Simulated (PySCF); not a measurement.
## Cost of response and excited-state runs on SMILES O=c1cccc([SiH3])cc1, C7H8OSi

Structure with atom numbers: `[O:1]=[c:2]1[cH:3][cH:4][cH:5][c:6]([SiH3:7])[cH:8][cH:9]1`; H(Xn) means a hydrogen on atom n.

PySCF with density fitting, on 1 thread of an Arm Neoverse V1, shared host. Command: `OMP_NUM_THREADS=1 python excited_run.py task.json out`

Question: How long does each of these runs take, and how much memory?
- first hyperpolarisability, B3LYP/def2-SVPD; wavelengths [1907, 1064] nm; writes grids
- excited states, CAM-B3LYP/def2-SVPD; Tamm-Dancoff; spin-orbit couplings; 8 states; 6 triplets; quadratic response for 4 states; writes grids
- excited states, CAM-B3LYP/def2-SVPD; two-photon moments; 6 states; quadratic response for 5 states; 0 triplets

Answer: 
```csv
run,level,basis functions,wall time,peak memory (GiB)
first hyperpolarisability,B3LYP/def2-SVPD,251,68 s,0.95
excited states,CAM-B3LYP/def2-SVPD,251,92 s,1.1
excited states,CAM-B3LYP/def2-SVPD,251,94 s,1.1
```
Times from a shared host are rough.
